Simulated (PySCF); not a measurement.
C6H5Cl, SMILES Clc1ccccc1. Geometry optimised at PBE-D3(BJ)/def2-SVP.

Calculation: PBE-D3(BJ)/def2-SVP run with PySCF.

Harmonic wavenumbers (cm⁻¹): 183, 291, 406, 410, 471, 605, 691, 699, 735, 815, 891, 955, 981, 982, 1021, 1062, 1082, 1134, 1146, 1267, 1371, 1431, 1458, 1599, 1601, 3115, 3123, 3136, 3144, 3146. Rotational constants (GHz): 5.598, 1.541, 1.208; symmetry number 2.

Q: Work out the zero-point energy and the ideal-gas rigid-rotor harmonic-oscillator thermochemistry at 298.15 K and 1 atm.

A: ZPE = ½ Σ hcν = ½ × 38950 cm⁻¹ = 232.97 kJ/mol. H − E(el) = 250.19 kJ/mol. Entropy in J/(mol K): translation 167.66, rotation 110.65, vibration 36.74, total 315.05. G − E(el) = 156.25 kJ/mol. Cp = 98.66 J/(mol K).
